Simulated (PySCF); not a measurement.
Input for PySCF:
```python
from pyscf import gto, scf

mol = gto.Mole()
mol.atom = '''
    Si   -0.68699077    1.65572877   -0.88460613
    P     0.40901411   -0.22021910   -0.72392381
    Si    1.53381925    0.08784400    1.52792075
    Si   -1.18336805   -1.55666879   -0.07416283
    H     0.01777200    2.53528288   -1.82662732
    H    -0.86366762    2.43370020    0.35868496
    H    -2.04760564    1.47403821   -1.41671503
    H     2.65455238    0.88221085    0.99493559
    H     1.98164421   -1.31630438    1.58815210
    H     1.60629184    0.45213044    2.98614720
    H    -0.84100581   -2.92805252   -0.47388882
    H    -2.48019588   -1.24755869   -0.69724061
    H    -1.45144314   -1.59881614    1.37728382
'''
mol.basis = 'def2-sv(p)'
mol.charge = -1
mol.spin = 1
mol.verbose = 4
mol.build()

mf = scf.UHF(mol)
mf.kernel()
```

Question: What does this run give for the number of basis functions, <S^2>, Mulliken (on the basis functions themselves) charges in atom order, total energy, HOMO energy, nuclear repulsion energy?

Answer: 
```yaml
number_of_basis_functions: 90
"<S^2>": 0.764
Mulliken (on the basis functions themselves) charges in atom order: Si1 0.39, P2 -0.65, Si3 0.12, Si4 0.38, H5 -0.13, H6 -0.12, H7 -0.13, H8 -0.14, H9 -0.15, H10 -0.20, H11 -0.13, H12 -0.13, H13 -0.12
total_energy: -1212.337747 Ha
HOMO energy: -1.17 eV
nuclear_repulsion_energy: 339.8471 Eh
```

These values belong to the state on which the SCF converged, which isn't shown to be the lowest.
